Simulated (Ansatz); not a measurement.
```yaml
atoms:
  - { symbol: C, position_ang: [0.0000, 0.0000, -0.1653] }
  - { symbol: H, position_ang: [0.0000, 0.7929, 0.4958] }
  - { symbol: H, position_ang: [0.0000, -0.7929, 0.4958] }
```

Basis set: cc-pVDZ (spherical functions). Correlated methods keep 1 orbital frozen. Charge 0, multiplicity 1.

Computed with Ansatz (development build ahead of 0.2.0); each method stands on the lowest determinant of its kind that the runs found. Restricted open shells among the atoms or ions are ROHF, correlated in semicanonical orbitals with singles.

**Question.** Give the atomization energy at this shape (free ground-state atoms in the same class of orbitals less the molecule, no zero-point energy) of singlet CH2 by RHF-MP2, RHF.

**Answer.**

```
 method  atomization energy
RHF-MP2             6.64 eV
    RHF             5.21 eV
```

Caution: another spin multiplicity may lie lower; in another basis set an unrestricted determinant lies well below; the shape is not the minimum.
